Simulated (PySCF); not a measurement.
Predicted microwave data (PBE0-D3(BJ)/def2-SVP geometry optimisation, gas phase (PySCF 2.14.0)) for one isomer of C6H16N2:

| Item | Value |
| --- | --- |
| Rotational constants | A = 2507, B = 1407, C = 1176 MHz |
| Dipole components | \|μa\| = 0.42 D, \|μb\| = 0.55 D, \|μc\| = 0.86 D |
| Inertial defect | -130.84 u·Å² |
| κ | -0.65 |

Task: Which structure is it? (One computed conformer of each.)
A. `[CH3:1][NH:2][N:3]([CH3:4])[C:5]([CH3:6])([CH3:7])[CH3:8]` with C1–N2–N3–C4 87°
B. `[CH3:1][CH2:2][C@@H:3]([CH3:4])[N:5]([CH3:6])[NH:7][CH3:8]` with C1–C2–C3–C4 178°, C2–C3–N5–C6 -67°, C3–N5–N7–C8 -140°
C. `[CH3:1][CH2:2][C@@H:3]([CH2:4][CH2:5][NH2:6])[NH:7][CH3:8]` with C1–C2–C3–C4 171°, C2–C3–C4–C5 -72°, C3–C4–C5–N6 -175°, C4–C5–N6–H -64° and 179°, C2–C3–N7–C8 163°

Result: B. It is CC[C@@H](C)N(C)NC, an asymmetric top, point group C1. The candidates at the same level (rigid rotor, commonest isotopes):

```json
{"SMILES": "CC[C@@H](CCN)NC", "A (MHz)": "2394", "B (MHz)": "1146", "C (MHz)": "834.3", "μa (D)": "0.90", "μb (D)": "0.73", "μc (D)": "0.61", "Δ (u·Å²)": "-46.45", "point group": "C1", "rotor": "asymmetric top"}
{"SMILES": "CC[C@@H](C)N(C)NC", "A (MHz)": "2507", "B (MHz)": "1407", "C (MHz)": "1176", "μa (D)": "0.42", "μb (D)": "0.55", "μc (D)": "0.86", "Δ (u·Å²)": "-130.84", "point group": "C1", "rotor": "asymmetric top"}
{"SMILES": "CNN(C)C(C)(C)C", "A (MHz)": "2766", "B (MHz)": "1548", "C (MHz)": "1335", "μa (D)": "0.35", "μb (D)": "0.92", "μc (D)": "0.59", "Δ (u·Å²)": "-130.79", "point group": "C1", "rotor": "asymmetric top"}
```

`CNN(C)C(C)(C)C` has C 14 % too high; `CC[C@@H](CCN)NC` has C 29 % too low. No structure here is proved a minimum.
